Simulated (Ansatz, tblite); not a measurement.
Cost and result up the ladder for `FC(F)(F)c1ccc(-c2ccc(-c3ccc(C(F)(F)F)s3)s2)s1` (29 atoms). Charge 0, multiplicity 1. Geometry: PBE-D4/def2-SVP.

| atom | x (Å) | y (Å) | z (Å) |
| --- | --- | --- | --- |
| F1 | -6.2071 | -0.6111 | -3.9085 |
| C2 | -5.0802 | -1.3564 | -3.9519 |
| F3 | -5.4267 | -2.6455 | -3.7108 |
| F4 | -4.6042 | -1.3155 | -5.2212 |
| C5 | -4.0783 | -0.8511 | -2.9606 |
| C6 | -4.2262 | 0.2105 | -2.0850 |
| C7 | -3.0800 | 0.4130 | -1.2740 |
| C8 | -2.0554 | -0.4983 | -1.5318 |
| C9 | -0.7565 | -0.6107 | -0.9098 |
| C10 | 0.2464 | -1.5579 | -1.1232 |
| C11 | 1.3948 | -1.3532 | -0.3249 |
| C12 | 1.2932 | -0.2462 | 0.5194 |
| C13 | 2.2702 | 0.2405 | 1.4678 |
| C14 | 3.4502 | -0.3807 | 1.8805 |
| C15 | 4.1782 | 0.3787 | 2.8312 |
| C16 | 3.5567 | 1.5748 | 3.1486 |
| C17 | 4.0406 | 2.6259 | 4.0983 |
| F18 | 5.1517 | 2.2047 | 4.7434 |
| F19 | 4.3486 | 3.7846 | 3.4636 |
| F20 | 3.1068 | 2.9333 | 5.0323 |
| S21 | 2.0730 | 1.7837 | 2.2685 |
| S22 | -0.2551 | 0.5411 | 0.3093 |
| S23 | -2.5240 | -1.6121 | -2.7992 |
| H24 | -5.1412 | 0.8146 | -2.0385 |
| H25 | -2.9971 | 1.2003 | -0.5120 |
| H26 | 0.1421 | -2.3796 | -1.8455 |
| H27 | 2.2886 | -1.9893 | -0.3627 |
| H28 | 3.7627 | -1.3661 | 1.5114 |
| H29 | 5.1280 | 0.0678 | 3.2853 |

Ansatz on 2 threads of AMD EPYC 7R13 on a shared host and a share (18 GiB) of an NVIDIA H100 80GB HBM3; xTB runs through tblite on one thread. Times are rough, summed over both states, and most runs start from the orbitals of an earlier one. PBE0-D4/def2-TZVP serves as the yardstick here, not as an exact answer. The other state is a doublet.

The xTB rows come from tblite. Single mean-field runs in def2-TZVP are fitted with def2-universal-jkfit.

Raw xTB energies of ions are shifted by several eV.

```csv
level,functions,wall time,vertical IE (eV),difference from PBE0-D4/def2-TZVP (eV)
GFN1-xTB,119,0.14 s,13.37,5.90
GFN2-xTB,113,0.19 s,12.78,5.31
PBE-D4/def2-TZVP,767,24 s,7.27,-0.20
PBE0-D4/def2-TZVP (with forces),767,28 s,7.47,0.00
```
